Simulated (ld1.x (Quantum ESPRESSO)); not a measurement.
u(r) = r·R(r): atom against pseudo-atom (indium (In))

Columns: radius, all-electron u(r) and pseudo u(r) of the 5p shell (level -2.70 eV) of indium in the configuration [Ar] 3d10 4s2 4p6 4d10 5s2 5p1; LDA (PZ), scalar-relativistic, PAW scheme, ld1.x (Quantum ESPRESSO) 7.5.

```json
{"r (bohr)": "0.103", "all-electron": "0.0554", "pseudo": "0.0016"}
{"r (bohr)": "0.205", "all-electron": "-0.1186", "pseudo": "0.0061"}
{"r (bohr)": "0.308", "all-electron": "-0.1149", "pseudo": "0.0126"}
{"r (bohr)": "0.410", "all-electron": "0.0043", "pseudo": "0.0192"}
{"r (bohr)": "0.513", "all-electron": "0.1278", "pseudo": "0.0243"}
{"r (bohr)": "0.615", "all-electron": "0.2032", "pseudo": "0.0257"}
{"r (bohr)": "0.718", "all-electron": "0.2247", "pseudo": "0.0214"}
{"r (bohr)": "0.820", "all-electron": "0.2025", "pseudo": "0.0099"}
{"r (bohr)": "0.923", "all-electron": "0.1508", "pseudo": "-0.0100"}
{"r (bohr)": "1.025", "all-electron": "0.0834", "pseudo": "-0.0382"}
{"r (bohr)": "1.128", "all-electron": "0.0084", "pseudo": "-0.0749"}
{"r (bohr)": "1.230", "all-electron": "-0.0667", "pseudo": "-0.1183"}
{"r (bohr)": "1.332", "all-electron": "-0.1386", "pseudo": "-0.1668"}
{"r (bohr)": "1.435", "all-electron": "-0.2060", "pseudo": "-0.2188"}
{"r (bohr)": "1.538", "all-electron": "-0.2669", "pseudo": "-0.2712"}
{"r (bohr)": "1.640", "all-electron": "-0.3204", "pseudo": "-0.3213"}
{"r (bohr)": "1.743", "all-electron": "-0.3677", "pseudo": "-0.3677"}
{"r (bohr)": "1.845", "all-electron": "-0.4080", "pseudo": "-0.4080"}
{"r (bohr)": "1.948", "all-electron": "-0.4426", "pseudo": "-0.4426"}
{"r (bohr)": "2.050", "all-electron": "-0.4714", "pseudo": "-0.4714"}
{"r (bohr)": "2.153", "all-electron": "-0.4953", "pseudo": "-0.4953"}
{"r (bohr)": "2.255", "all-electron": "-0.5143", "pseudo": "-0.5143"}
{"r (bohr)": "2.358", "all-electron": "-0.5294", "pseudo": "-0.5294"}
{"r (bohr)": "2.460", "all-electron": "-0.5407", "pseudo": "-0.5407"}
{"r (bohr)": "2.562", "all-electron": "-0.5487", "pseudo": "-0.5487"}
{"r (bohr)": "2.665", "all-electron": "-0.5538", "pseudo": "-0.5538"}
```

(1) How many radial nodes do the two functions have?

(2) At about which radius was the pseudo-wave matched?

(3) Is the pseudo-wave norm-conserving?

## Answers

(1) The all-electron 5p function has n − l − 1 = 3; the pseudo-wave has 1, since 1 lower shell of the same l stays in the valence.

(2) 1.80 bohr, where the columns begin to agree (steps of 0.10 bohr).

(3) No, it belongs to a PAW set: the norm inside the radius is not constrained, and the difference is carried by the augmentation charge.
